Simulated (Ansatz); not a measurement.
`N[AsH][GaH2]` + `B[AsH]N` → `B[As](N)[GaH2]` + `N[AsH2]` at 298.15 K and 1 bar (cleavage of the Ga–As bond).

Calculated with Ansatz (gas phase, PBE0-D4/def2-TZVP geometries, no zero-point term in ΔE). CCSD(T)/CBS adds triple-zeta CCSD(T) − MP2 to the extrapolated MP2 energy (def2 sets, frozen cores). For As, Ga outer-core shells are correlated without core-valence functions, which leaves a few kJ/mol of doubt a bond. Scalar relativity is left out up to krypton. Each species was taken in one conformer, which may not be the lowest.

```tsv
species	CCSD(T)/CBS energy (Eh)	H − E (kJ/mol)	S (J/(mol·K))
`N[AsH][GaH2]`	-4216.64372	144.0	340.6
`B[AsH]N`	-2317.47891	159.9	303.8
`B[As](N)[GaH2]`	-4242.03918	183.6	371.8
`N[AsH2]`	-2292.09958	122.1	266.6
```

H − E and S are ideal-gas, rigid-rotor, harmonic terms from PBE0-D4/def2-TZVP, for one conformer and one mirror image of each species. 1 Eh = 2625.50 kJ/mol, R = 8.31446 J/(mol·K).

**Question.** By hand: ΔE, ΔH, ΔS and ΔG.

**Answer.** ΔE = (-4242.03918) + (-2292.09958) − (-4216.64372) − (-2317.47891) = -0.01613 Eh = -42.3 kJ/mol. Δ(H − E) = 183.6 + 122.1 − 144.0 − 159.9 = 1.8, so ΔH = -40.5 kJ/mol. ΔS = 371.8 + 266.6 − 340.6 − 303.8 = -6.0 J/(mol·K). ΔG = -40.5 − 298.15 × (-6.0)/1000 = -38.7 kJ/mol.

**Question.** By hand: the equilibrium constant, and the temperature at which ΔG would vanish if ΔH and ΔS stayed fixed.

**Answer.** log₁₀ K = −ΔG/(RT ln 10) = 6.8. ΔG = 0 at ΔH/ΔS = 6750 K, far beyond where these terms or the molecules hold.

The number of gas molecules stays the same, so ΔS is small and ΔH decides. A doubt of 5 kJ/mol in ΔE shifts log₁₀ K by 0.9 here. Other conformers and mirror images would add mixing entropy, several J/(mol·K) or more a flexible species. These are equilibria of isolated gas molecules and say nothing of rates. Largest T1 diagnostic: 0.016 (customary marks: 0.02 for closed shells, 0.045 for open ones).
